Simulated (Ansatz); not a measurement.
Frontier orbitals of CH3NSSe, SMILES `NC(=S)[SeH]`.

The species carries charge 0 and has multiplicity 1. Correlated methods include outer-core shells of Se, which these sets cover unevenly. Scalar relativity is left out up to krypton. Geometry: relaxed with PBE0-D4/def2-TZVP. It is one conformer, not always the lowest. Basis def2-TZVPP, Ansatz.

```
             functional  HOMO (eV)  LUMO (eV)
HSE06 (plane-wave form)      -5.98      -1.44
```

(1) Give HOMO and LUMO (eV) with LDA (SPW92), PBE, revPBE, BLYP, r2SCAN, B97M-V, PBE0, B3LYP, r2SCANh, r2SCAN0, BHLYP, CAM-B3LYP, LC-ωPBE, ωB97X-V, ωB97M-V, HF. (An estimate is asked.)

Answers

(1) The calculation gave: 
```tsv
functional	HOMO	LUMO
LDA (SPW92)	-5.38	-2.13
PBE	-5.22	-1.92
revPBE	-5.16	-1.84
BLYP	-5.04	-1.77
r2SCAN	-5.46	-1.79
B97M-V	-5.49	-1.70
PBE0	-6.38	-1.07
B3LYP	-6.13	-1.25
r2SCANh	-5.89	-1.47
r2SCAN0	-6.54	-0.99
BHLYP	-7.38	-0.02
CAM-B3LYP	-7.64	0.04
LC-ωPBE	-9.00	1.07
ωB97X-V	-8.65	1.06
ωB97M-V	-8.49	1.04
HF	-8.99	2.45
```

B3LYP here is the variant with VWN-RPA as its local correlation; programs differ in this. LC-ωPBE has ω = 0.4 bohr⁻¹. Positive LUMOs are unbound and depend on the basis.
